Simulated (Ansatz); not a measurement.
Species: 2-methylselanylselenophene, C5H6Se2 (charge 0, singlet). SMILES: C[Se]c1ccc[se]1
Structure (B3LYP-D3(BJ)/def2-TZVP (Ansatz, a program for electronic structure) minimum search):
```
C
C 1 1.3633
H 2 1.0815 1 121.59
C 2 1.4259 3 122.95 1 -179.71
C 4 1.3597 2 115.13 3 179.72
H 5 1.0780 4 127.35 2 -179.45
H 4 1.0819 5 122.44 6 0.25
Se 5 1.8671 6 121.11 4 179.92
Se 1 1.9006 2 126.87 3 1.55
C 9 1.9708 1 98.06 2 -101.84
H 10 1.0863 9 109.58 1 61.06
H 10 1.0864 11 110.83 9 121.21
H 10 1.0885 11 110.23 12 122.01
```

Wanted: atomisation energy (electronic, to ground-state atoms), in kcal/mol. Valence correlation only, unless marked. Open shells are spin-unrestricted. No spin-orbit coupling. The frozen core is the preceding noble-gas configuration, with the filled d and f shells of earlier blocks. Non-relativistic. The coupled-cluster limit lacks core correlation, which all-electron functionals hold. CBS marks a two-point X^-3 extrapolation of the correlation energy; Hartree-Fock from the larger set.

The Hartree-Fock reference is unstable (checked in the largest basis), which strains HF and MP2. 

```tsv
level	program	atomisation energy (kcal/mol)
BLYP/def2-TZVPD	Ansatz	1257.7
revPBE-D4/def2-TZVPD	Ansatz + dftd4	1292.7
PBE0/def2-TZVP	Ansatz	1287.6
PBE0/def2-TZVPD	Ansatz	1287.9
HSE06/def2-TZVPD	Ansatz	?
LC-wPBE-D4/def2-TZVPD	Ansatz + dftd4	1279.8
PBE-QIDH/def2-TZVPD	Ansatz	?
RPA@PBE/cc-pVTZ	Ansatz	?
SCS-MP2/6-31G*	Ansatz	1169.7
SCS-MP2/cc-pVTZ	Ansatz	1252.5
CCSD/STO-3G	Ansatz	1301.7
CCSD/cc-pVTZ	Ansatz	?
CCSD(T)/CBS(cc-pVTZ,cc-pVQZ)	Ansatz	1273.0
```

Problem. Complete the blanks.

Solution. 
- HSE06/def2-TZVPD, atomisation energy (kcal/mol): 1289.4
- PBE-QIDH/def2-TZVPD, atomisation energy (kcal/mol): 1276.8
- RPA@PBE/cc-pVTZ, atomisation energy (kcal/mol): 1173.2
- CCSD/cc-pVTZ, atomisation energy (kcal/mol): 1207.8
